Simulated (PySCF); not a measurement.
## Polarisability and C₆ of Al⁻ (aluminium, charge -1)

[Ne] 3s2 3p2, high-spin 3P determinant. Calculation: PySCF 2.14, in aug-cc-pCVQZ-DK; scalar relativity by spin-free X2C-1e. Coupled (time-dependent) response in atomic units; α is the mean over directions.

```tsv
method	mean α (bohr³)	α xx, yy, zz	C₆ (like pair)	S(−4)
UHF	355.7	181.4, 442.8, 442.8	6849	108100
```

S(−4) is the Cauchy moment in α(ω) = α(0) + S(−4) ω² + …

α(iu) at UHF:

| u (hartree) | α(iu) (bohr³) |
| --- | --- |
| 0 | 355.7 |
| 0.0500 | 224.8 |
| 0.100 | 129.5 |
| 0.200 | 57.00 |
| 0.300 | 31.56 |
| 0.500 | 13.67 |
| 0.750 | 6.716 |
| 1.00 | 4.023 |
| 1.50 | 1.972 |
| 2.00 | 1.211 |
| 3.00 | 0.6292 |
| 5.00 | 0.2854 |

A single London oscillator, α(iu) = α/(1 + u²/ω²), gives C₆ = (3/4) ω α². Matching the computed C₆ needs ω = 4 × 6849 / (3 × 355.7²) = 0.0722 hartree.

For an ion, C₆ is the dispersion term alone; charge-induced terms of lower order in 1/R come first.

The components differ because the open shell of this determinant is not spherical; for a pure term their mean is the scalar polarisability.
